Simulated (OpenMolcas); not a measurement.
**CH4BFOSi (SMILES O=CB[SiH2]F): the vertical ionisation energy, rung by rung**

The species is CH4BFOSi (9 atoms), meant as a singlet with charge 0. As SMILES, `O=CB[SiH2]F`. The coordinates come from a PBE0-D4/def2-TZVP relaxation. This is one conformer, not always the lowest.

Quantity: the vertical ionisation energy (to the doublet cation), in eV. The values are calculated.

```json
{"level": "HF/def2-SVP", "kind": "Hartree–Fock", "program": "OpenMolcas", "value (eV)": "9.39"}
{"level": "SVWN5/def2-SVP", "kind": "LDA", "program": "OpenMolcas", "value (eV)": "10.07"}
{"level": "BLYP/def2-SVP", "kind": "GGA", "program": "OpenMolcas", "value (eV)": "9.78"}
{"level": "PBE/def2-SVP", "kind": "GGA", "program": "OpenMolcas", "value (eV)": "9.92"}
{"level": "M06-L/def2-SVP", "kind": "meta-GGA", "program": "OpenMolcas", "value (eV)": "10.13"}
{"level": "TPSS/def2-SVP", "kind": "meta-GGA", "program": "OpenMolcas", "value (eV)": "9.99"}
{"level": "r2SCAN/def2-SVP", "kind": "meta-GGA", "program": "OpenMolcas", "value (eV)": "10.09"}
{"level": "B3LYP/def2-SVP", "kind": "global hybrid", "program": "OpenMolcas", "value (eV)": "10.27"}
```

The values span 9.39 to 10.27 eV.
